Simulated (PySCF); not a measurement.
Br$_{2}$Ge, singlet, geometry from GFN2-xTB. Base run: B3LYP/STO-3G (PySCF).

Input for PySCF:
```python
from pyscf import gto, scf, dft

mol = gto.M(
    atom='''
Ge    0.016829    0.006877    1.033116
Br    1.000092   -1.519612   -0.478604
Br   -1.015479    1.513325   -0.465959
''',
    basis='sto-3g',
    charge=0,
    spin=0,
    verbose=5,
)

mf = dft.RKS(mol)
mf.xc = 'b3lyp'
mf.kernel()
mf.analyze()
```

Each row names what was changed in the base input (with any setting that the change needs).

```json
[
 {"change": "base", "ΔE vs base (mEh)": "0.000", "fitting functions": "-", "dipole (D)": "1.35"},
 {"change": "auxbasis = cc-pvqz-jkfit", "ΔE vs base (mEh)": "-2.169", "fitting functions": "654", "dipole (D)": "1.35"},
 {"change": "auxbasis = def2-universal-jfit", "ΔE vs base (mEh)": "[?]", "fitting functions": "174", "dipole (D)": "[?]"},
 {"change": "auxbasis = even-tempered beta=1.6", "ΔE vs base (mEh)": "0.087", "fitting functions": "793", "dipole (D)": "1.35"},
 {"change": "auxbasis = def2-tzvp-ri", "ΔE vs base (mEh)": "[?]", "fitting functions": "[?]", "dipole (D)": "[?]"},
 {"change": "exchange = seminumerical (SGX) (with mf = sgx.sgx_fit(mf, auxbasis='def2-universal-jfit'); with mf.with_df.dfj = True)", "ΔE vs base (mEh)": "-35.473", "fitting functions": "174", "dipole (D)": "1.34"},
 {"change": "auxbasis = cc-pvtz-ri", "ΔE vs base (mEh)": "-24715.0", "fitting functions": "498", "dipole (D)": "1.34"},
 {"change": "auxbasis = cc-pvdz-jkfit", "ΔE vs base (mEh)": "[?]", "fitting functions": "[?]", "dipole (D)": "[?]"},
 {"change": "auxbasis = def2-svp-ri", "ΔE vs base (mEh)": "-23263.6", "fitting functions": "381", "dipole (D)": "1.30"},
 {"change": "auxbasis = cc-pvtz-jkfit", "ΔE vs base (mEh)": "-2.182", "fitting functions": "621", "dipole (D)": "1.35"}
]
```

**Question.** Some entries are withheld; supply them.

**Answer.** 
- auxbasis = def2-universal-jfit, ΔE vs base (mEh): 12426.2
- auxbasis = def2-universal-jfit, dipole (D): 1.07
- auxbasis = def2-tzvp-ri, ΔE vs base (mEh): -23826.3
- auxbasis = def2-tzvp-ri, fitting functions: 477
- auxbasis = def2-tzvp-ri, dipole (D): 1.31
- auxbasis = cc-pvdz-jkfit, ΔE vs base (mEh): 464.9
- auxbasis = cc-pvdz-jkfit, fitting functions: 513
- auxbasis = cc-pvdz-jkfit, dipole (D): 1.32

A fitting set is made for a task (jfit for Coulomb, jkfit for Coulomb and exchange, ri for correlation) and for a family of orbital bases.
